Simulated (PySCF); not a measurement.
A structure optimised at TPSSh-D3(BJ)/def2-SVP, used in a PySCF frequency run:

```xyz
11

Si     0.0843    -2.3944     0.0000
C     -0.0175    -0.5170     0.0000
C      1.0473     0.3601     0.0000
S      0.4909     1.9933     0.0000
C     -1.1473     1.3924     0.0000
N     -1.2594     0.0976     0.0000
H      1.5213    -2.7837     0.0000
H     -0.5774    -2.9503    -1.2101
H     -0.5774    -2.9503     1.2101
H      2.1120     0.1318     0.0000
H     -1.9914     2.0852     0.0000
```

### Question
Write its SMILES, formula and point group.

### Answer
[SiH3]c1cscn1, C₃H₅NSSi, Cs

### Question
What are its rotational constants (standard atomic weights)?

### Answer
6.8762, 1.4479, 1.2130 GHz
